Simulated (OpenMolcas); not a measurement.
# Ni3+: effect of the active space

```
Program             : OpenMolcas
Method              : SS-CASPT2, IPEA 0.25 Eh, imaginary shift 0.1 Eh
Basis               : ANO-R2
Scalar Hamiltonian  : X2C, finite nucleus
Spin-orbit coupling : RASSI with atomic mean-field integrals over the reference wave functions, term energies averaged over their components
```

A. 7 electrons in 5 orbitals (3d); 2S+1 = 4 even, 10 roots; 2S+1 = 2 even, 40 roots; closed shells correlated: 3s 3p; CASPT2 step roughly 12 core-seconds
B. 7 electrons in 10 orbitals (3d 4d); 2S+1 = 4 even, 10 roots; 2S+1 = 2 even, 40 roots; closed shells correlated: 3s 3p; CASPT2 step roughly 40 core-minutes

Energies in cm⁻¹ above 3d⁷ ⁴F_9/2, the measured ground level; measured values from Corliss and Sugar, J. Phys. Chem. Ref. Data 10, 197 (1981).

| Level | A | B | Measured |
| --- | --- | --- | --- |
| 3d⁷ ⁴F_9/2 | 0.0 | 0.0 | 0.0 |
| 3d⁷ ⁴F_7/2 | 1156 | 1133 | 1190 |
| 3d⁷ ⁴F_5/2 | 1993 | 1951 | 2042 |
| 3d⁷ ⁴F_3/2 | 2560 | 2510 | 2621 |
| 3d⁷ ⁴P_5/2 | 18220 | 18010 | 18119 |
| 3d⁷ ⁴P_3/2 | 18590 | 18250 | 18367 |
| 3d⁷ ⁴P_1/2 | 19140 | 18860 | 18958 |
| 3d⁷ ²G_9/2 | 19510 | 19950 | 19830 |
| 3d⁷ ²G_7/2 | 20610 | 21030 | 20948 |
| 3d⁷ ²P_3/2 [74 %] | 25330 | 23560 | 23649 |
| 3d⁷ ²H_11/2 | 26190 | 27110 | 26649 |
| 3d⁷ ²P_1/2 | 26720 | 24550 | 24651 |
| 3d⁷ ²D_5/2(1) | 27020 | 27420 | 27096 |
| 3d⁷ ²H_9/2 | 27190 | 28080 | 27678 |
| 3d⁷ ²D_3/2(1) | 28980 | 29050 | 28778 |
| 3d⁷ ²F_5/2 | 43450 | 43720 | 43438 |
| 3d⁷ ²F_7/2 | 43950 | 44230 | 43859 |
| 3d⁷ ²D_3/2(2) | 68490 | 68520 | 67360 |
| 3d⁷ ²D_5/2(2) | 69050 | 69180 | 67990 |

Deviations, from unrounded energies. A percentage is the sum of absolute deviations over the sum of measured energies, with the sign that they share, or ± where signs differ.

```csv
Against measurement,Levels,A,B
mean absolute deviation (cm-1),18,480,300
fine structure of the ground term (%),3,-2.4,-4.5
other terms of the ground configuration (%),15,±1.8,±1.1
```

B lies closest to measurement on these levels. The largest miss of B in the table is 3d⁷ ²D_5/2(2), by +1200 cm-1. The ranking rests on the paired levels alone, and a cruder setting can come out closer through cancelling errors.

The two smallest mean deviations differ by little beside CASPT2's spread within terms, so their order carries little weight.

Between A and B the level of the table that moves most is 3d⁷ ²P_1/2, by 2200 cm-1 (lowest in B, highest in A). Moves below CASPT2's spread within the term are not significant.

Term energies are means over components that CASPT2 splits; among the terms shown or strongly mixed into the levels shown the widest spread is 1100 cm-1 (3d⁷ ²P, A). Some levels mix across a computed gap that differs much from the measured one, so their mixing is not that of the real levels (holds for A). The CASPT2 spread within a term exceeds the gap to the next term for 3d⁷ ²P and 3d⁷ ²H, 3d⁷ ²H and 3d⁷ ²D(1), so the order of their levels is uncertain (holds for A). Active for correlation alone: 4d; no level in the range computed is led by a configuration that fills it, so any true level of that kind is missing (holds for B). Measured partners are found by configuration, term and J. A level has none where our copy of the source lacks it or the pairing is in doubt (some pairs that miss far off the trend of their configuration count as doubtful), and it then counts in no deviation. Levels of configurations outside the active space are missing.

A share in square brackets marks a mixed level and gives the weight of the term that names it, the lowest over the columns. A number in round brackets counts repeated terms of one configuration in the order of the reference energies.
